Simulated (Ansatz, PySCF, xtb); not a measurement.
Complex: NH3 (SMILES N) (first 4 atoms) with CH6Si (SMILES C[SiH3]); geometry from B3LYP-D3(BJ)/def2-TZVP.
(charge 0, multiplicity 1):
```xyz
12

N      0.4145    -0.6255    -0.3634
H      1.2900    -0.5281     0.1377
H     -0.0930     0.2452    -0.2563
H     -0.1221    -1.3470     0.1040
C     -0.4179     0.5916     4.9703
Si    -0.1363     0.1799     3.1625
H     -0.9900    -0.1957     5.4646
H     -0.9709     1.5269     5.0750
H      0.5317     0.7004     5.4976
H      0.6154    -1.0916     3.0277
H      0.6409     1.2542     2.4981
H     -1.4307     0.0343     2.4532
```

Counterpoise-corrected where a basis set is named; no monomer relaxation. Rows marked so take none.

Rows in 3-21G, 6-31G* carry no dispersion term and start afresh at each structure (6-31G* with six Cartesian d functions).

Codes used: Ansatz (Gaussian basis) for Hartree–Fock, density functionals and correlated methods; PySCF for 3-21G rows, 6-31G* rows; xtb for the GFN methods. Each number belongs to the level named beside it.

Q: One of these levels gives -0.76 kcal/mol for the interaction energy. Which?
A) HF/6-31G* (no counterpoise)
B) PBE0/def2-TZVPPD
C) GFN1-xTB
D) HF/3-21G (no counterpoise)

A: A, HF/6-31G* (no counterpoise). The others give -2.50 (GFN1-xTB), -2.81 (HF/3-21G (no counterpoise)), -0.36 (PBE0/def2-TZVPPD)

Ansatz is an electronic-structure program.
